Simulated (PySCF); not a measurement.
**Polarisability and C₆ of Co²⁺ (cobalt, charge +2)**

[Ar] 3d7, high-spin 4F determinant. All numbers are calculated (PySCF 2.14, the non-relativistic Hamiltonian (point nucleus), in aug-cc-pwCVTZ (10s9p7d4f3g, 127 functions)). Coupled (time-dependent) response in atomic units; α is the mean over directions.

```json
{"method": "M06-L", "mean α (bohr³)": "3.613", "C₆ (like pair)": "10.41", "S(−4)": "7.331"}
```

S(−4) is the Cauchy moment in α(ω) = α(0) + S(−4) ω² + …

α(iu) at M06-L:

```tsv
u (hartree)	α(iu) (bohr³)
0	3.613
0.0500	3.594
0.100	3.542
0.200	3.358
0.300	3.119
0.500	2.638
0.750	2.158
1.00	1.803
1.50	1.320
2.00	1.014
3.00	0.6574
5.00	0.3434
```

For an ion, C₆ is the dispersion term alone; charge-induced terms of lower order in 1/R come first.
